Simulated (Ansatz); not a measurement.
Consider the hydrogenolysis of the Al–N bond: `C=[N][Al]([NH2])[OH]` + H₂ → `[NH2][AlH][OH]` + `C=N`.

Isolated molecules relaxed with PBE0-D4/def2-TZVP in Ansatz; ΔE leaves out vibrations. CCSD(T)/CBS adds triple-zeta CCSD(T) − MP2 to the extrapolated MP2 energy (def2 sets, frozen cores). This one scheme is used for every species. DFT in def2-TZVPP. B3LYP here is the variant with VWN-RPA as its local correlation; programs differ in this. One conformer a species, not always the lowest.

`C=[N][Al]([NH2])[OH]`:

Cartesian coordinates in Å:
```
C -1.600 0.253 -1.725
N -0.949 0.041 -0.689
Al 0.224 0.116 0.610
N 1.659 -0.909 0.551
O -0.126 1.133 1.919
H -1.355 1.054 -2.445
H -2.480 -0.353 -2.000
H 2.377 -0.952 1.253
H 1.865 -1.549 -0.198
H 0.386 1.164 2.724
```

H₂:

Z-matrix (Å, degrees):
```
H
H 1 0.746
```

`[NH2][AlH][OH]`:

Z-matrix (Å, degrees):
```
N
Al 1 1.760
H 1 1.006 2 124.4
H 1 1.007 2 125.1 3 -180.0
O 2 1.698 1 116.8 3 -180.0
H 2 1.579 1 120.8 3 -0.1
H 5 0.955 2 123.2 1 180.0
```

`C=N`:

Cartesian coordinates in Å:
```
C 0.038 -0.127 0.367
N 0.483 0.409 -0.684
H -0.987 -0.494 0.498
H 0.706 -0.245 1.222
H -0.240 0.458 -1.403
```

Question: Is it downhill or uphill in electronic energy at CCSD(T)/CBS, and by how much? (An estimate is asked.)

Answer: The calculation gave: Uphill: ΔE = +0.38 eV.

Question: What do these levels give: PBE0-D4, ωB97M-V, B3LYP, SCS-MP2/def2-TZVPP, CCSD/def2-TZVPP, CCSD(T)/def2-TZVPP? (Estimate.)

Answer: The calculation gave: PBE0-D4 0.35, ωB97M-V 0.37, B3LYP 0.34, SCS-MP2/def2-TZVPP 0.39, CCSD/def2-TZVPP 0.33, CCSD(T)/def2-TZVPP 0.35 eV.

Largest T1 diagnostic among the species: 0.012.

The D4 term adds +0.08 eV with B3LYP and +0.05 eV with PBE0; it sums over pairs of atoms, weighted by their polarisabilities, and B3LYP, whose exchange is more repulsive, gets the larger term. In def2-TZVPP, CCSD(T) changes the Hartree–Fock value by +0.09 eV (the triples alone add +0.02 eV) and MP2 by +0.19 eV.
